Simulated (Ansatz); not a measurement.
These are PBE0-D3(BJ)/def2-TZVP run with Ansatz (a first-principles code) values and carry that method's errors. No frequencies were computed at this level.

Ansatz 0.2 input:
```yaml
crystal:
  periodic: [false, false, false]
  atoms:
    - { symbol: I, position_ang: [2.086196, -0.148562, 0.39581] }
    - { symbol: B, position_ang: [-0.005226, 0.008478, 0.189983] }
    - { symbol: I, position_ang: [-0.856585, 1.82646, -0.452616] }
    - { symbol: I, position_ang: [-1.224383, -1.686375, 0.478675] }
basis:
  gaussian: { orbitals: def2-tzvp }
hamiltonian:
  xc: pbe0
  dispersion: d3bj
relax:
  max_steps: 150
```

Output:

```
Functional definition: PBE0
1423 factors; their error is unknown
mean field evaluation 1: about -24980.4835 eV, gradient 1.5e1 eV
mean field evaluation 2: about -24979.0503 eV, gradient 3.1e1 eV
mean field evaluation 4: about -24981.0272 eV, gradient 7.1e-1 eV
mean field evaluation 8: about -24981.8451 eV, gradient 1.2e0 eV
mean field evaluation 16: about -24981.8460 eV, gradient 5.2e-5 eV
mean field -24981.84595690 eV, -918.0659056126 hartree, gradient 5.2e-5 eV, S^2 0.000000; 0 other end points of the search recorded, 0 dependent functions left out
reference -24981.84598157 eV, -918.0659065193 hartree; 40, 40 occupied and 141, 141 virtual orbitals, 1423 factors
relax step   1: F+E_penalty+E_count = -24982.03963584 eV  Δ(F+E_penalty+E_count) = +0.000e0 eV  max|allowed force component| = 1.950e-1 eV/Å  Δτ_max = 0.0000 Å  (27 SCF iters, accepted)
these checks for a lower state are left out or cut short: starts, cluster_reference, orbital_swaps, neighbouring_geometries, increment
1423 factors; their error is unknown
mean field -24981.85070700 eV, -918.0660801758 hartree, gradient 2.7e-5 eV, S^2 0.000000; 0 other end points of the search recorded, 0 dependent functions left out
reference -24981.85073171 eV, -918.0660810836 hartree; 40, 40 occupied and 141, 141 virtual orbitals, 1423 factors
relax step   2: F+E_penalty+E_count = -24982.04399257 eV  Δ(F+E_penalty+E_count) = -4.357e-3 eV  max|allowed force component| = 8.243e-2 eV/Å  Δτ_max = 0.0545 Å  (31 SCF iters, accepted)
these checks for a lower state are left out or cut short: starts, cluster_reference, orbital_swaps, neighbouring_geometries, increment
1423 factors; their error is unknown
mean field -24981.85173974 eV, -918.0661181283 hartree, gradient 2.0e-5 eV, S^2 0.000000; 0 other end points of the search recorded, 0 dependent functions left out
reference -24981.85176443 eV, -918.0661190356 hartree; 40, 40 occupied and 141, 141 virtual orbitals, 1423 factors
relax step   3: F+E_penalty+E_count = -24982.04518823 eV  Δ(F+E_penalty+E_count) = -1.196e-3 eV  max|allowed force component| = 1.597e-3 eV/Å  Δτ_max = 0.0159 Å  (32 SCF iters, accepted)
1423 factors; their error is unknown
mean field evaluation 32: about -24981.0328 eV, gradient 1.2e0 eV
mean field -24981.85173974 eV, -918.0661181283 hartree, gradient 2.0e-5 eV, S^2 0.000000; 1 other end points of the search recorded, 0 dependent functions left out
reference -24981.85176443 eV, -918.0661190356 hartree; 40, 40 occupied and 141, 141 virtual orbitals, 1423 factors
Total energy: -24982.04521292 eV, -918.0732281364 hartree
Atom 0 at     2.089739    -0.148422     0.409561 Å, force    -0.000073     0.000183    -0.000637 eV/Å
Atom 1 at     0.000073    -0.000045     0.152656 Å, force    -0.000239     0.000414     0.001597 eV/Å
Atom 2 at    -0.862925     1.832176    -0.441431 Å, force     0.000454    -0.000093    -0.000506 eV/Å
Atom 3 at    -1.226885    -1.683708     0.491065 Å, force    -0.000142    -0.000504    -0.000454 eV/Å
Dipole moment:     0.000007     0.000015     0.000042 e Å
```

Cost: around 30 core-seconds (rough).
